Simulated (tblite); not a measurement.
Compound: C6H10O2SSi.
SMILES with atom numbers: `[CH3:1][O:2][SiH:3]([O:4][CH3:5])[c:6]1[cH:7][cH:8][cH:9][s:10]1` (hydrogens: H11, H12, H13 on C1; H14 on Si3; H15, H16, H17 on C5; H18 on C7; H19 on C8; H20 on C9)

The geometry is computed with GFN2-xTB (gas phase).

Q: What internal coordinates does the optimisation give?

A: 
| bond | length (pm) | order |
| --- | --- | --- |
| C1–O2, O4–C5 | 139.8 | single |
| O2–Si3 | 161.3 | single |
| Si3–O4 | 162.5 | single |
| Si3–C6 | 188.4 | single |
| C6–C7 | 136.5 | aromatic |
| C7–C8 | 141.1 | aromatic |
| C8–C9 | 135.7 | aromatic |
| C9–S10 | 171.8 | aromatic |
| C6–S10 | 173.9 | aromatic |
| C1–H11 and 5 like bonds | 109.2 | single |
| Si3–H14 | 145.7 | single |
| C7–H18 | 107.6 | single |
| C8–H19 | 107.6 | single |
| C9–H20 | 107.2 | single |

Bonds in one row agree within 1 pm and their mean is given. Orders are formal, as drawn. A selection of angles:
| angle | degrees |
| --- | --- |
| O2–C1–H11 | 107.7 |
| O2–C1–H12 | 110.6 |
| H11–C1–H12 | 109.2 |
| C1–O2–Si3 | 130.4 |
| O2–Si3–O4 | 107.2 |
| O2–Si3–C6 | 113.1 |
| O2–Si3–H14 | 100.8 |
| O4–Si3–C6 | 110.1 |
| O4–Si3–H14 | 114.1 |
| C6–Si3–H14 | 111.2 |
| O4–C5–H17 | 110.5 |
| Si3–C6–C7 | 129.3 |
| Si3–C6–S10 | 121.0 |
| C7–C6–S10 | 109.7 |
| C6–C7–C8 | 114.2 |
| C6–C7–H18 | 122.3 |
| C8–C7–H18 | 123.4 |
| C7–C8–C9 | 112.3 |
| C7–C8–H19 | 123.9 |
| C9–C8–H19 | 123.8 |
| C8–C9–S10 | 111.8 |
| C8–C9–H20 | 128.7 |
| S10–C9–H20 | 119.4 |
| C6–S10–C9 | 92.0 |

Torsions: C1–O2–Si3–O4 47° (synclinal); O2–Si3–O4–C5 177° (antiperiplanar); O2–Si3–C6–C7 -5° (synperiplanar). The mirror-image conformer, all signs reversed, is as good.

Si3 (oxygen-bound silicon) is distorted tetrahedral (angles from 100.8° to 114.1°). The 2 C–S bonds span 1.718 Å (C9–S10, aromatic) to 1.739 Å (C6–S10, aromatic), a spread of 0.021 Å. S10 (thiophene-type sulfur) is bent (angle 92.0°). Of the pairs four or more bonds apart, S10···H15 is among the closest relative to their van der Waals radii: 2.82 Å, 94 % of the sum of Bondi's values. The 5-membered ring C6–C7–C8–C9–S10 has internal angles of 92.0° to 114.2°; it is planar, 0.00 Å rms from its mean plane, widest ring torsion 0°. The C–C distances run from 1.357 Å (C8–C9, aromatic) to 1.411 Å (C7–C8, aromatic), a spread of 0.054 Å.

Point group: C1 (no symmetry element, even within 0.4 Å). Its GFN2-xTB frequencies are all real (lowest 21 cm⁻¹). One conformer, not necessarily the lowest. 3 starts were optimised and ended at 0.00, 0.46 and 0.55 kcal/mol (GFN2-xTB); the lowest of these is shown.
